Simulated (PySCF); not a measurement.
## From computed data to an observable: chemical shift, span and skew from a shielding tensor

CClF₂, SMILES F[C](F)Cl (connectivity only; charge and spin as stated), charge +1, multiplicity 1. Atoms are numbered in the order given.

```xyz
4

F      0.0000     1.0556    -1.0386
C      0.0000     0.0000    -0.3778
F      0.0000    -1.0556    -1.0386
Cl     0.0000     0.0000     1.2330
```
Charge +1, spin multiplicity 1.

Geometry optimised at PBE0-D3(BJ)/def2-TZVP. The multiplicity is an assumed one; other spin states were not compared. The isomer is the one that the SMILES or the coordinates give; other isomers of the formula were not compared.

GIAO shieldings from B3LYP/pcSseg-2 (PySCF), non-relativistic, no solvent. The symmetric part of the tensor of C2 has the principal values -110.4, 19.4, 28.5 ppm. The same nucleus in TMS has σ = 181.3 ppm at this level (PySCF, at its B3LYP-D3(BJ)/def2-TZVP geometry). Without spin–orbit terms, shifts of atoms bonded to Cl or Br come out too high.

Task: Work out the isotropic shielding, the ¹³C shift against TMS, the span and the skew.

Result: 
σ(iso) = (σ11 + σ22 + σ33)/3 = -20.8 ppm. δ = σ(ref) − σ(iso) = 181.3 − (-20.8) = 202.1 ppm.
Span Ω = σ33 − σ11 = 138.9 ppm. Skew κ = 3(σ(iso) − σ22)/Ω = -0.87. Tumbling in solution averages the tensor to δ; in a static solid the shielding alone would spread this spin-1/2 line over Ω.
